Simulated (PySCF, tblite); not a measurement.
One entry of a table of gas-phase calculations, keyed by method. Lists by class give the value and the number of equivalent atoms.

```json
{
 "formula": "C4H5ClO2Si",
 "smiles": "[SiH3]Oc1ccc(Cl)o1",
 "inchi": "InChI=1S/C4H5ClO2Si/c5-3-1-2-4(6-3)7-8/h1-2H,8H3",
 "charge": 0,
 "multiplicity": 1,
 "geometry_level": "GFN2-xTB",
 "atoms_angstrom": [
  ["Si", 2.51, 0.41, -0.025],
  ["O", 1.296, -0.686, -0.242],
  ["C", 0.005, -0.458, -0.117],
  ["C", -1.062, -1.292, -0.26],
  ["C", -2.216, -0.499, -0.01],
  ["C", -1.756, 0.748, 0.264],
  ["Cl", -2.568, 2.189, 0.65],
  ["O", -0.401, 0.793, 0.204],
  ["H", 2.344, 1.526, -0.953],
  ["H", 3.617, -0.476, -0.341],
  ["H", 2.494, 0.893, 1.354],
  ["H", -1.032, -2.331, -0.51],
  ["H", -3.237, -0.817, -0.032]
 ],
 "electronic_structure_code": "PySCF",
 "results": {
  "GFN2-xTB geometry": {
   "rotational_constants_GHz": [3.107, 0.823, 0.656]
  },
  "wB97X-D/def2-SVPD ground state and vertical TDDFT (core frozen in the response)": {
   "dipole_D": 1.19,
   "homo_eV": -7.87,
   "lumo_eV": 1.63,
   "S1_eV": 5.68,
   "strongest_line_of_8_singlets_degenerate_states_summed_eV": 5.68,
   "T1_tda_eV": 3.8,
   "polarisability_au": 90.6,
   "r2_bohr2_about_centre_of_nuclear_charge": 1597.7,
   "singlets_eV_and_f": [
    [5.68, 0.17],
    [5.69, 0.102],
    [6.13, 0.0],
    [6.49, 0.003],
    [6.77, 0.076],
    [7.08, 0.007],
    [7.26, 0.0],
    [7.46, 0.001]
   ],
   "triplets_tda_eV": [3.8, 5.26, 5.48]
  },
  "PBE0/pcSseg-1 ground state and GIAO shieldings, non-relativistic": {
   "shift_vs_computed_TMS_C_by_class_ppm": [
    [161.6, 1],
    [134.0, 1],
    [116.7, 1],
    [92.7, 1]
   ],
   "shift_vs_computed_TMS_H_by_class_ppm": [
    [6.38, 1],
    [5.6, 1],
    [5.04, 3]
   ],
   "shielding_other_nuclei_by_class_ppm": [
    ["O", 43.4, 1],
    ["O", 247.3, 1],
    ["Si", 385.1, 1],
    ["Cl", 753.5, 1]
   ],
   "charges_hirshfeld_e_by_atom": [0.39, -0.19, 0.14, -0.11, -0.09, 0.05, -0.02, -0.07, -0.07, -0.07, -0.07, 0.06, 0.06]
  },
  "GFN2-xTB harmonic vibrations, gas phase": {
   "strongest_ir_bands_cm-1_km_per_mol_modes": [
    [738.5, 206.1, 1],
    [789.1, 236.0, 1],
    [812.2, 400.2, 1],
    [1617.1, 314.9, 1],
    [2267.9, 352.2, 1],
    [2355.6, 247.2, 1]
   ],
   "zpe_kcal_per_mol": 48.7
  }
 }
}
```

The principal polarisabilities are 64.1, 94.0 and 113.8 au; their mean is the isotropic value. S1 lies 3.82 eV below the HOMO–LUMO gap; its leading configuration is HOMO→LUMO+1, weight 0.61. No computed singlet falls in the visible range (750 to 380 nm, 1.65 to 3.26 eV); S1 lies 2.42 eV above its blue end. The zero-point energy, half the sum of the 33 harmonic wavenumbers, equals 17030 cm⁻¹ or 204 kJ/mol.

One conformer (not necessarily the lowest) at the GFN2-xTB geometry, without solvent or vibrations. NMR classes are plain means over equivalent atoms (diastereotopic ones count apart unless rotation or inversion swaps them), as if these changed places fast; in this geometry the members of some classes differ.

The values belong to the conformer `[SiH3:1][O:2][c:3]1[cH:4][cH:5][c:6]([Cl:7])[o:8]1`: Si1–O2–C3–C4 -179°.
